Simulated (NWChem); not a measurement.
System meant: vinylene carbonate (C3H2O3); SMILES O=c1occo1

NWChem input:

```
start job
memory heap 200 mb stack 900 mb global 1100 mb
geometry units angstroms noautosym nocenter noautoz
  O      0.000000     0.000000    -1.997115
  C      0.000000     0.000000    -0.801092
  O      0.000000     1.114600     0.018585
  C      0.000000     0.673803     1.325168
  C      0.000000    -0.673803     1.325168
  O      0.000000    -1.114600     0.018585
  H      0.000000     1.428056     2.116733
  H      0.000000    -1.428056     2.116733
end
basis spherical
  * library def2-svp
end
dft
  xc m06-2x
  iterations 150
end
property
  shielding 5 1 2 3 4 7
end
task dft property
```

End of the output:

```
 Vector   25  Occ=0.000000D+00  E= 1.066278D-01
              MO Center= -1.4D-10,  6.7D-08,  2.4D+00, r^2= 5.1D+00
   Bfn.  Coefficient  Atom+Function         Bfn.  Coefficient  Atom+Function
  ----- ------------  ---------------      ----- ------------  ---------------
    86      1.579331  7 H  s                 91      1.579331  8 H  s
    45     -1.041638  4 C  s                 59     -1.041638  5 C  s
    50     -0.487429  4 C  py                64      0.487429  5 C  py
    51     -0.483436  4 C  pz                65     -0.483436  5 C  pz
    17     -0.278044  2 C  s                 23     -0.177603  2 C  pz

 center of mass
 --------------
 x =   0.00000000 y =   0.00000000 z =  -0.10748589

 moments of inertia (a.u.)
 ------------------
         632.631125611125           0.000000000000           0.000000000000
           0.000000000000         437.119392097786          -0.000000000000
           0.000000000000          -0.000000000000         195.511733513338

     Multipole analysis of the density
     ---------------------------------

     L   x y z        total         alpha         beta         nuclear
     -   - - -        -----         -----         ----         -------
     0   0 0 0     -0.000000    -22.000000    -22.000000     44.000000

     1   1 0 0      0.000000      0.000000      0.000000      0.000000
     1   0 1 0      0.000000      0.000000      0.000000      0.000000
     1   0 0 1      1.830818      1.246706      1.246706     -0.662595

     2   2 0 0    -24.553827    -12.276914    -12.276914      0.000000
     2   1 1 0     -0.000000     -0.000000     -0.000000      0.000000
     2   1 0 1     -0.000000     -0.000000     -0.000000      0.000000
     2   0 2 0    -24.460391    -64.732240    -64.732240    105.004090
     2   0 1 1     -0.000000     -0.000000     -0.000000      0.000000
     2   0 0 2    -24.640039   -129.803970   -129.803970    234.967901

          -----------------------------------------
          Chemical Shielding Tensors (GIAO, in ppm)
          -----------------------------------------

 ------------------------------------------------------------------------
  xm06: d2 not coded                    0
 ------------------------------------------------------------------------
 ------------------------------------------------------------------------
  current input line :
    23: task dft property
 ------------------------------------------------------------------------
 ------------------------------------------------------------------------
 This error has not yet been assigned to a category
 ------------------------------------------------------------------------
 For more information see the NWChem manual at https://nwchemgit.github.io

0: xm06: d2 not coded:Received an Error in Communication
```

### Question
Can this run be used? If not, why, and what is the fix?

### Answer
The program stopped with an error. Cause: this functional's second derivatives, which shieldings need, aren't coded here; the fix takes a hybrid GGA instead. This input runs:
```
start job
memory heap 200 mb stack 900 mb global 1100 mb
geometry units angstroms noautosym nocenter noautoz
  O      0.000000     0.000000    -1.997115
  C      0.000000     0.000000    -0.801092
  O      0.000000     1.114600     0.018585
  C      0.000000     0.673803     1.325168
  C      0.000000    -0.673803     1.325168
  O      0.000000    -1.114600     0.018585
  H      0.000000     1.428056     2.116733
  H      0.000000    -1.428056     2.116733
end
basis spherical
  * library def2-svp
end
dft
  xc pbe0
  iterations 150
end
property
  shielding 5 1 2 3 4 7
end
task dft property
```
It converges to -340.55228 Ha (PBE0/def2-SVP, GIAO).
